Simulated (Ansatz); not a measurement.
System: CAgO, charge 1, multiplicity 1. 
Coordinates optimised at B3LYP-D3(BJ)/def2-TZVP (Ansatz, a first-principles code):
```
C
O 1 1.1136
Ag 1 2.1517 2 180.00
```
Charge +1, spin multiplicity 1.

Parts of the frozen-core correlation energy in def2-QZVPPD (Ansatz, hartree). Frozen orbitals: 6; correlated occupied orbitals by spin: 10 and 10; virtual: 201 and 201. No spin-orbit coupling. In def2 rows, elements after Kr have scalar-relativistic effective core potentials.

```csv
term,value
reference (HF),-258.68783
MP2 opposite-spin,-0.54578
MP2 same-spin,-0.24239
CCSD correlation,-0.75147
(T),-0.03521
T1 diagnostic,0.015
largest doubles amplitude,0.030
```
